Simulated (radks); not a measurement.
Question: These are the eigenvalues of the occupied orbitals of an atom or ion with whole-number occupations (hartree). All-electron calculation, scalar-relativistic Kohn-Sham, r2SCAN, spin-polarised, spherical densities, finite nucleus; meta-GGA in the generalised Kohn-Sham scheme; Fermi nuclear charge, rms radius of each element as measured or else 0.836 A^(1/3) + 0.57 fm. Program: a radial shooting solver on a logarithmic mesh with Libxc functionals.

1s down: -731.2572
1s up: -731.2562
2s up: -104.7726
2s down: -104.7513
2p up: -93.69641
2p down: -93.68115
3s up: -19.02670
3s down: -19.02011
3p up: -15.36315
3p down: -15.35440
3d up: -9.42454
3d down: -9.40734
4s up: -3.64726
4s down: -3.54790
4p up: -2.65957
4p down: -2.54760
4d up: -1.25058

Which element is it, and in what charge state? The configuration may be excited. Open shells, if any, are filled with parallel spins first.

Answer: Z = 42, molybdenum, charge +3: Mo3+ in [Kr] 4d3. The list shows which subshells hold electrons but not how many an open one holds; the 1s level, -731.26 hartree, gives Z - s = 38.2 by -(Z - s)^2/2, which with screening and relativity narrows Z to a few neighbours, and the depths of the outer levels then fix element, charge and occupations together.
